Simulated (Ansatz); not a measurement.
Start from `C[SiH](F)CCl` and change one atom or group to get `C[SiH](F)CS`.

Ansatz, PBE0-D4/def2-TZVP geometries, multiplicity 1. Each molecule was computed in one conformer, which needn't be the lowest.

```csv
property,`C[SiH](F)CCl`
HOMO–LUMO gap (ωB97M-V/def2-TZVPP) / eV,12.52
size of the dipole moment (B3LYP/def2-TZVPP) / D,0.77
LUMO energy (PBE/def2-TZVPP) / eV,-0.90
HOMO energy (B3LYP/def2-TZVPP) / eV,-7.97
LUMO energy (PBE0/def2-TZVPP) / eV,0.14
LUMO energy (ωB97M-V/def2-TZVPP) / eV,2.05
```

**Question.** What does the change do to each property? (An estimate is asked.)

**Answer.** Ansatz gave: 
| property | `C[SiH](F)CS` | shift |
| --- | --- | --- |
| HOMO–LUMO gap (ωB97M-V/def2-TZVPP) / eV | 11.29 | -1.23 |
| size of the dipole moment (B3LYP/def2-TZVPP) / D | 1.65 | 0.88 |
| LUMO energy (PBE/def2-TZVPP) / eV | -0.53 | 0.37 |
| HOMO energy (B3LYP/def2-TZVPP) / eV | -6.61 | 1.36 |
| LUMO energy (PBE0/def2-TZVPP) / eV | 0.43 | 0.29 |
| LUMO energy (ωB97M-V/def2-TZVPP) / eV | 2.22 | 0.17 |

With PBE0 the HOMO rises by 1.36 eV and the LUMO rises by 0.29 eV, so the gap narrows by about 1.07 eV. PBE moves the HOMO by 1.23 eV and ωB97M-V by 1.39 eV. Dipoles are sizes alone; their direction can turn.

B3LYP here is the variant with VWN-RPA as its local correlation; programs differ in this.
